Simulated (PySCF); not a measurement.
All values below come from PBE-D3(BJ)/def2-TZVP // B3LYP-D3(BJ)/def2-TZVP run with PySCF. Isolated molecules, 0 K electronic values unless said otherwise. One relaxed conformer stands for a flexible species; it need not be the lowest. 

Reference species (SMILES): `C[C]N` (excited triplet) (neutral, multiplicity 3).

```json
{
 "highest_occupied_spin_orbital": "-3.96 eV"
}
```

Changed species: `O=C[C]C` (triplet; the order of the spin states depends on the level; C–C–C–O torsion 180°) (X = formyl, multiplicity 3; the reference has X = amino, multiplicity 3).

Task: Give the shifts of the highest occupied spin orbital.

Result: the highest occupied spin orbital decreases by 1.83 eV, to -5.79 eV.
